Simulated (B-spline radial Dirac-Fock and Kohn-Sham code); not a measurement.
# Binding energies of Pm¹⁷⁺ at several levels of theory

System: the Pm¹⁷⁺ ion, [Kr] 4d8.

The density-functional columns are spherical, spin-unpolarised Dirac-Kohn-Sham results without Breit or QED terms: −ε is minus the orbital energy of the initial state and ΔSCF the difference of two total energies. The reference in the last column comes from Dirac-Fock (average of configuration) total-energy differences with a finite nucleus, the Breit interaction including its frequency dependence, and self-energy and vacuum-polarisation corrections. All numbers are from an atomic code on a B-spline grid, in eV; a selection of levels is shown. For the 1s level of heavy atoms much of the gap between ΔSCF and the reference is the Breit and QED part, -184.2 eV here; for other levels the error of the functional can be larger.

```
level   LDA −ε  LDA ΔSCF  Dirac-Fock
   1s  45331.5   45774.5     45602.7
   2s   7704.1    7794.6      7853.2
2p1/2   7320.3    7431.3      7433.5
2p3/2   6760.8    6862.7      6880.0
   3s   1989.8    2026.0      2069.0
3p1/2   1825.1    1862.7      1890.0
3p3/2   1712.1    1748.1      1776.1
   4s    687.4     706.3       723.2
4p1/2    623.1     641.8       650.6
4p3/2    595.4     613.5       622.9
   4d    484.8     502.4       501.2
```

Values without a named source are computed, but for edge energies of neutral atoms, which are taken from tables.
